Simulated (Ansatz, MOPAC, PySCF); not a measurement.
Noncovalent pair: CH3F (SMILES CF) (first 5 atoms) with C2H3N (SMILES CC#N); geometry from B3LYP-D3(BJ)/def2-TZVP, rigid monomers moved along the line of their centres of mass till F2···H9 is 2.22 Å.
(charge 0, multiplicity 1):
```xyz
11

C      0.37294     0.59248    -0.17773
F      1.16322    -0.29152     0.56562
H     -0.17778     1.22593     0.51524
H      1.03060     1.19013    -0.80904
H     -0.31110     0.00621    -0.79144
C      1.09561    -0.36945     3.56915
C      0.18417     0.69085     3.17252
N     -0.53485     1.52633     2.84589
H      1.44335    -0.89392     2.67982
H      1.95348     0.05108     4.09450
H      0.58835    -1.07311     4.22966
```

Monomers are frozen at their geometry in the pair; levels with a basis set take the counterpoise correction. Rows marked so take none.

Cores are frozen in the correlated methods. Rows in 6-311+G**, 6-31G*, STO-3G carry no dispersion term and start afresh at each structure (6-31G* with six Cartesian d functions). The state that PM3, PM7 reach isn't checked; PM7 holds dispersion and hydrogen-bond terms.

The values were computed with Ansatz (Gaussian orbitals); MOPAC for PM3, PM7 (differences of heats of formation); PySCF for 6-311+G** rows, 6-31G* rows, STO-3G rows, the dispersion terms. 

| level | interaction energy (kcal/mol) |
|---|---|
| PM3 | 2.12 |
| PM7 | -0.09 |
| HF/STO-3G (no counterpoise) | -0.13 |
| PBE-D4/def2-TZVPPD | -2.91 |
| B3LYP/6-31G* | -0.78 |
| B3LYP/6-311+G** (no counterpoise) | -1.64 |
| B3LYP/def2-TZVPPD | -1.05 |
| wB97X-V/def2-TZVPPD | [?] |
| SCS-MP2/aug-cc-pVDZ | [?] |

**Question.** Complete the blanks.

**Answer.** 
- wB97X-V/def2-TZVPPD, interaction energy (kcal/mol): -3.08
- SCS-MP2/aug-cc-pVDZ, interaction energy (kcal/mol): -1.68

Ansatz is a program for electronic structure.
